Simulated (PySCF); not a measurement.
## Potential energy of AlSe along the bond

Set-up: basis Al def2-TZVPP, Se def2-TZVPP; no relativity; PySCF 2.14. Energies in eV from Al + Se in their ground configurations at the same level. State: ²Σ⁺ (doublet), unpaired electrons σ ↑.

All columns are UHF. A positive dipole means Al(−)Se(+).

```
R (Å)  E (eV)  μ (D)  Mulliken charge on Al (basis-dependent)  HOMO (eV)  LUMO (eV)  Mayer bond order  ⟨S²⟩
1.865  -1.020  -3.65                                     0.29      -9.58      -0.54              2.39  0.76
1.952  -1.705  -3.96                                     0.32      -9.46      -0.71              2.33  0.76
2.039  -2.065  -4.23                                     0.34      -9.23      -0.88              2.25  0.77
2.104  -2.181  -4.39                                     0.37      -9.08      -0.98              2.17  0.77
2.169  -2.206  -4.49                                     0.39      -8.94      -1.07              2.08  0.78
2.234  -2.167  -4.52                                     0.40      -8.82      -1.11              1.96  0.79
2.321  -2.057  -4.51                                     0.42      -8.70      -1.11              1.77  0.80
2.429  -1.872  -4.58                                     0.44      -8.57      -1.04              1.53  0.82
2.559  -1.617  -4.90                                     0.46      -8.40      -0.91              1.28  0.82
2.733  -1.259  -5.66                                     0.51      -8.13      -0.74              1.05  0.81
```

A fit through these points gives, at Re = 2.158 Å, μ = -4.47 D and dμ/dR = -1.09 D/Å; the reduced mass is 20.17 u.

Question: How strong is the fundamental in the double-harmonic approximation, I = 42.26·(dμ/dR)²/μred km/mol?

Answer: I = 42.26·(-1.09)²/20.17 = 2.49 km/mol at UHF.

Spin–orbit coupling is left out. Hartree–Fock leaves out correlation, which carries a large part of most bond energies and some tenths to 1 eV of ionisation energies. The state was picked by a PBE0 search and need not be the measured ground state.
